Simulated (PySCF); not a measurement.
C2H4N3, SMILES c1[nH][nH+]cn1, charge +1.

The structure is a stationary point at PBE0-D3(BJ)/def2-SVP. The isomer is the one that the SMILES or the coordinates give; other isomers of the formula were not compared.

All values below come from SMD-ωB97X/def2-SVP run with PySCF.

Solvation free energies are E(SMD) − E(gas) at the gas-phase geometry, for 1 M in both phases.

```tsv
solvent	ΔG(solv) (kcal/mol)	its non-electrostatic (CDS) part
water	-73.2	2.1
ethylethanoate	(withheld)	(withheld)
acetonitrile	-76.4	-2.4
```

Some entries are withheld; supply them. (An estimate is asked for; the answer gives what the named calculation found.)


- ethylethanoate, ΔG(solv) (kcal/mol): -65.8
- ethylethanoate, its non-electrostatic (CDS) part: -3.2
